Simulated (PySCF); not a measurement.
B3LYP has the VWN-RPA correlation part, as in Gaussian. Delta-SCF ions had no search for a lower state. Excitations are Tamm–Dancoff values on a coarser integration grid. The basis has no diffuse functions, so Rydberg states are missing or too high.

**H₄O₄Si, SMILES `O[Si](O)(O)O` (charge 0, multiplicity 1)**

Level of theory: B3LYP-D3(BJ)/def2-TZVP in PySCF.

```yaml
HOMO: -8.81 eV
dipole_moment: 0.002 e·Å
HOMO–LUMO gap: 8.88 eV
LUMO: 0.06 eV
S1 excitation (TDA): 7.77 eV
S1 oscillator strength: 0.007
brightest of the four lowest singlets (TDA): 8.67 eV
T1 excitation (TDA): 7.46 eV
S1–T1 gap (TDA): 0.31 eV
vertical ionisation energy (Delta-SCF): 11.25 eV
total_energy: -593.1970 Ha
cost: very roughly 2.1 core-minutes
```

```xyz
9

O      1.1706    -0.5602     1.0270
Si     0.0189    -0.0119     0.0035
O      0.7994     0.8217    -1.1672
O     -1.0762     1.0155     0.6515
O     -0.8185    -1.3243    -0.4974
H      1.9186     0.0178     1.1968
H      0.2807     1.4432    -1.6839
H     -1.8057     0.6281     1.1415
H     -0.3218    -2.1332    -0.6438
```
